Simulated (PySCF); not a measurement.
Computed shifts of a molecule C3H7NSi, HF/pcSseg-1 (PySCF), GIAO, gas phase, equivalent atoms averaged, in ppm (number of nuclei): ²⁹Si: -71.8 (1). ¹³C: 217.3 (1), 60.4 (1), 37.3 (1). ¹⁵N: 512.0 (1). ¹H: 4.50 (2), 4.24 (3), 3.03 (2). References: ²⁹Si against TMS (σ = 393.8 ppm); ¹³C against TMS (σ = 192.6 ppm); ¹⁵N against NH3 (σ = 267.3 ppm); ¹H against TMS (σ = 31.99 ppm), references at their B3LYP-D3(BJ)/def2-TZVP geometries, non-relativistic. Geometry: PBE0-D3(BJ)/def2-SVP. The values are those of a single conformer.

### Question
Identify the compound among the candidates.
A. N[C@H]1C=C[SiH2]1
B. N[Si@H]1C=CC1
C. [SiH3]C1=NCC1
D. C#CCN[SiH3]

### Answer
C, [SiH3]C1=NCC1
